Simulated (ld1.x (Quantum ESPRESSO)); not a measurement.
**Ir: variants of one ultrasoft potential**

Base potential:

Ir, ultrasoft, made with ld1.x (Quantum ESPRESSO) 7.5 (PBE, scalar-relativistic). Core [Xe] 4f14, reference 5d7 6s1 6p0 (charge +1). Waves: 6s (bound): rcut 2.25, rcutus 2.35 bohr; 6s channel at 0.7 Ry: rcut 2.25, rcutus 2.35 bohr; 6p (bound, empty): rcut 2.45, rcutus 3.10 bohr; 6p channel at 2.5 Ry: rcut 2.45, rcutus 3.10 bohr; 5d (bound): rcut 1.15, rcutus 1.40 bohr; 5d channel at 0.75 Ry: rcut 1.15, rcutus 1.40 bohr. Local part: all-electron potential smoothed inside 2.00 bohr (lloc = -1). Core correction: Bessel-smoothed model core, default radius (core density twice the valence density). Augmentation charge: built from norm-conserving waves at rcut, not smoothed further.

All-electron outer shells of the reference configuration (PBE, scalar-relativistic, ld1.x):

```tsv
shell	level (eV)	outermost node (bohr)	outermost maximum (bohr)
5p	-63.05	0.54	1.01
5d	-15.32	0.59	1.29
6s	-13.57	1.17	2.32
6p	-7.21	1.38	3.06
```

Cutoffs, loose and tight: the cutoffs (Ry, on a coarse ladder) from which the occupation-weighted sum of valence levels, in a spherical-Bessel basis at the reference potential, stays within 10 and 1 mRy of its value at 400 Ry. They do not see the model core or the augmentation charge, which bear on the density cutoff. Test errors are all-electron minus pseudo excitation energies from the reference, over the configurations 5d7 6s2 6p0; 5d7 6s0 6p0; 5d6 6s0 6p0; 5d7 6s0 6p2; 5d8 6s0 6p0; 5d6 6s2 6p0; 5d6 6s2 6p1. A dash means not determined; rows that change the core or the reference have their own tests.

A true bound ghost makes a file unfit for plane-wave use even where its test errors are small: the radial tests pick states by their node count and pass the ghost by.

Cutoffs are not given where the Bessel-basis levels miss the radial ones by over 6 mRy, ghosts where they miss by over 20 mRy; a channel whose overlap is not positive is not tested.

A file whose overlap is not positive is unfit for use, and its test errors describe a broken file.

| change | outcome | cutoff, loose | cutoff, tight | bound ghosts | largest test error (meV) |
| --- | --- | --- | --- | --- | --- |
| base | generated | 50 Ry | 90 Ry | s, p | test run stopped at test 1 of 7 (negative rho) |
| fully relativistic | generated | 50 Ry | 90 Ry | s, p1/2 | test run stopped at test 1 of 7 (negative rho) |
| all radii but the core radius scaled by about 1.08 (s 2.54, p 3.34, d 1.50 bohr, rcut 2.42/2.64/1.24); local potential all-electron potential smoothed inside 2.16 bohr (lloc = -1) | generated, overlap not positive | – | – | not determined (overlap not positive) | test run stopped at test 1 of 7 (negative rho) |
| local potential all-electron potential smoothed inside 2.40 bohr (lloc = -1) | generated | 50 Ry | 90 Ry | p | -113 |
| reference 5d7 6s1.5 6p0 | generated | 50 Ry | 90 Ry | s | test run stopped at test 1 of 7 (negative rho) |
| wave 5d channel at 0.75 Ry: rcut 1.15, rcutus 1.40 bohr becomes 5d channel at -0.72 Ry: rcut 1.15, rcutus 1.40 bohr | generated | 50 Ry | 90 Ry | s, p | test run stopped at test 1 of 7 (negative rho) |

(1) What comes out with this change to the base: waves 5d (bound): rcut 1.02, rcutus 1.08 bohr; 5d channel at 0.75 Ry: rcut 1.02, rcutus 1.08 bohr?

Answers

(1) outcome: generated; cutoff, loose: 40 Ry; cutoff, tight: 120 Ry; bound ghosts: s, p; largest test error (meV): test run stopped at test 1 of 7 (negative rho).
